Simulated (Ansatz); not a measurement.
Mulliken charges of `[O]=[V]([OH])([OH])[OH]` from ωB97M-V/def2-TZVPP in Ansatz (PBE0-D4/def2-TZVP geometry).

```csv
atom,x (Å),y (Å),z (Å),charge (e)
O1,-1.344,0.292,0.732,-0.424
V2,-0.003,-0.004,0.001,1.117
O3,1.336,0.176,1.136,-0.427
O4,0.199,1.131,-1.335,-0.427
O5,-0.029,-1.653,-0.625,-0.427
H6,1.184,0.422,2.052,0.196
H7,-0.461,1.804,-1.522,0.196
H8,-0.790,-2.224,-0.495,0.196
```

Q: By hand: the dipole of these point charges (1 e Å = 4.8032 D).

A: Σ q r = (-0.090, 0.020, 0.049) e Å, of length 0.104 e Å = 0.50 D.

Q: How does the dipole of the full density compare? (Estimate.)

A: Ansatz gave: (-0.309, 0.068, 0.168) e Å, 1.72 D; the point charges give 0.29 times that, at 0° from its direction.

Point charges leave out the atoms' own dipoles, such as those of lone pairs, and Mulliken's split depends on the basis, so the two needn't agree.
